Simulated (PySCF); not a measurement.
# How the functional moves excitation energies

Species: AsH₅Si.
InChI=1S/AsH5Si/c1-2/h1H2,2H3

Linear-response calculations in the def2-SVPD basis (PySCF; singlets by full response, triplets Tamm–Dancoff, core orbitals frozen in the response; HF means time-dependent Hartree–Fock). 'Strongest' is the level of largest summed f among the singlets computed (10 roots, of which the last may lack a degenerate partner); it can jump between rows when another state enters that window. S1 is the lowest singlet of each run and needn't be the same state throughout; f(S1) is that of one state. Isolated species at its PBE0-D3(BJ)/def2-SVP geometry, gas phase. Relativistic effects, spin–orbit coupling among them, are left out although an element past zinc is present.

```csv
functional,kind,S1 (eV),f(S1),strongest (eV),T1 (eV),HOMO (eV),gap (eV),"ionisation energy, ΔSCF (eV)"
LDA,LDA,5.92,0.056,7.29,5.36,-6.61,5.67,9.82
PBE,GGA,5.99,0.041,6.26,5.25,-6.51,5.73,9.65
B3LYP,"global hybrid, 20% exact exchange",6.21,0.041,6.51,5.40,-7.35,7.07,9.77
PBE0,"global hybrid, 25% exact exchange",6.39,0.048,7.85,5.40,-7.56,7.52,9.71
BHandHLYP,"global hybrid, 50% exact exchange",6.57,0.039,6.88,5.53,-8.47,9.07,9.66
CAM-B3LYP,range-separated hybrid,6.43,0.046,8.01,5.51,-8.78,9.53,9.78
wB97X-D,range-separated hybrid,6.53,0.017,8.07,5.63,-9.32,10.88,9.77
LC-wPBE,range-separated hybrid,6.68,0.019,7.08,5.59,-10.08,11.86,9.78
```

Question: What does HF (Hartree–Fock) give?

Answer: S1 (eV) 6.81, f(S1) 0.028, strongest (eV) 7.34, T1 (eV) 5.46, HOMO (eV) -9.89, gap (eV) 12.06, ionisation energy, ΔSCF (eV) not settled. S1 runs from 5.92 eV (LDA) to 6.81 eV (HF), a spread of 0.89 eV, while the orbital gap spreads over 6.4 eV. Along PBE (0%), B3LYP (20%), PBE0 (25%), BHandHLYP (50%), HF (100%) S1 rises with the share of exact exchange. −ε(HOMO) comes closest to its own ΔSCF ionisation energy with LC-wPBE (+0.30 eV) and misses most with LDA (-3.21 eV). 'Not settled' means that the ion's SCF failed to converge or may have ended in another state than the lowest.
